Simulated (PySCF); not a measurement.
B2Cl3, SMILES Cl[B]B(Cl)Cl (connectivity only; charge and spin as stated), charge +1, multiplicity 1.

Geometry optimised at PBE-D3(BJ)/def2-SVP. The spin state was assumed, not searched. The isomer is the one that the SMILES or the coordinates give; other isomers of the formula were not compared. One conformer was computed; it need not be the lowest.

Computed with PySCF 2.14.0 with TDDFT-PBE/def2-SVPD.

Vertical excitations. The molecule is in vacuum. State labels are in the subgroup C2v.

```json
[
 {"state": "S1", "symmetry": "A2", "energy (eV)": "2.94", "λ (nm)": "422", "f": "0.000", "main pairs": "HOMO−1→LUMO 100 %"},
 {"state": "S2", "symmetry": "B1", "energy (eV)": "3.00", "λ (nm)": "413", "f": "0.000", "main pairs": "HOMO→LUMO 100 %"},
 {"state": "S3", "symmetry": "B2", "energy (eV)": "3.55", "λ (nm)": "349", "f": "0.012", "main pairs": "HOMO−2→LUMO 78 %, HOMO→LUMO+1 22 %"},
 {"state": "S4", "symmetry": "A1", "energy (eV)": "4.00", "λ (nm)": "310", "f": "0.023", "main pairs": "HOMO−1→LUMO+1 91 %"},
 {"state": "S5", "symmetry": "B1", "energy (eV)": "4.14", "λ (nm)": "299", "f": "0.000", "main pairs": "HOMO−2→LUMO+1 100 %"},
 {"state": "S6", "symmetry": "B2", "energy (eV)": "4.28", "λ (nm)": "290", "f": "0.065", "main pairs": "HOMO→LUMO+1 76 %, HOMO−2→LUMO 20 %"},
 {"state": "S7", "symmetry": "A1", "energy (eV)": "5.10", "λ (nm)": "243", "f": "0.142", "main pairs": "HOMO−3→LUMO 87 %"},
 {"state": "S8", "symmetry": "A2", "energy (eV)": "5.41", "λ (nm)": "229", "f": "0.000", "main pairs": "HOMO−3→LUMO+1 100 %"},
 {"state": "S9", "symmetry": "A2", "energy (eV)": "5.74", "λ (nm)": "216", "f": "0.000", "main pairs": "HOMO−4→LUMO 99 %"},
 {"state": "S10", "symmetry": "A2", "energy (eV)": "6.22", "λ (nm)": "199", "f": "0.000", "main pairs": "HOMO−7→LUMO 99 %"},
 {"state": "T1", "symmetry": "B1", "energy (eV)": "2.54", "λ (nm)": "487", "f": "0", "main pairs": "HOMO→LUMO 99 %"},
 {"state": "T2", "symmetry": "A2", "energy (eV)": "2.81", "λ (nm)": "442", "f": "0", "main pairs": "HOMO−1→LUMO 100 %"},
 {"state": "T3", "symmetry": "B2", "energy (eV)": "3.00", "λ (nm)": "414", "f": "0", "main pairs": "HOMO−2→LUMO 100 %"},
 {"state": "T4", "symmetry": "B2", "energy (eV)": "3.47", "λ (nm)": "358", "f": "0", "main pairs": "HOMO→LUMO+1 99 %"}
]
```
Triplets are in the Tamm–Dancoff approximation, which puts them higher than full response would, so one can lie above its singlet here.
